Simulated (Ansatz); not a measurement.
Consider the hydrogenolysis of a B–Cl bond: `C=C=C(C)BCl` + H₂ → `BC(C)=C=C` + HCl.

Computed with Ansatz on PBE0-D4/def2-TZVP structures; ΔE is electronic, products minus reactants. CCSD(T)/CBS adds triple-zeta CCSD(T) − MP2 to the extrapolated MP2 energy (def2 sets, frozen cores). This one scheme is used for every species. DFT in def2-TZVPP. One conformer a species, not always the lowest.

`C=C=C(C)BCl`:

```xyz
12

C    -0.985    0.411   -2.068
C    -0.436    0.196   -0.913
C     0.120    0.006    0.264
C     0.494   -1.365    0.762
B     0.346    1.293    1.066
Cl    1.077    1.218    2.659
H    -2.064    0.414   -2.183
H    -0.380    0.595   -2.949
H     1.564   -1.412    0.980
H     0.250   -2.138    0.033
H    -0.028   -1.586    1.696
H     0.043    2.367    0.653
```

H₂:

```xyz
2

H     0.363   -0.088    0.006
H    -0.363    0.088   -0.006
```

`BC(C)=C=C`:

Cartesian coordinates in Å:
```
B 0.273 0.309 -1.706
C 0.251 -0.058 -0.216
C 1.406 -0.738 0.480
C -0.849 0.264 0.429
C -1.944 0.592 1.041
H 1.240 0.064 -2.370
H -0.674 0.841 -2.203
H 2.317 -0.146 0.369
H 1.215 -0.885 1.543
H 1.601 -1.712 0.025
H -2.054 1.565 1.509
H -2.781 -0.096 1.099
```

HCl:

Z-matrix (Å, degrees):
```
Cl
H 1 1.279
```

Question: Is it downhill or uphill in electronic energy at CCSD(T)/CBS, and by how much? (An estimate is asked.)

Answer: The calculation gave: Uphill: ΔE = +0.88 eV.

Question: What do these levels give: PBE, r2SCAN, HF/def2-TZVPP, CCSD(T)/def2-TZVPP, HF/def2-QZVPP, MP2/def2-QZVPP? (Estimate.)

Answer: The calculation gave: PBE 0.89, r2SCAN 0.94, HF/def2-TZVPP 0.65, CCSD(T)/def2-TZVPP 0.87, HF/def2-QZVPP 0.64, MP2/def2-QZVPP 0.96 eV.

Largest T1 diagnostic among the species: 0.012.

In def2-TZVPP, CCSD(T) changes the Hartree–Fock value by +0.22 eV (the triples alone add +0.06 eV) and MP2 by +0.31 eV. From PBE to PBE0 (25 % exact exchange), in def2-TZVPP and without D4, ΔE moves by −0.04 eV. The D4 term adds +0.08 eV with B3LYP and +0.04 eV with PBE0; it sums over pairs of atoms, weighted by their polarisabilities, and B3LYP, whose exchange is more repulsive, gets the larger term.

B3LYP here is the variant with VWN-RPA as its local correlation; programs differ in this.
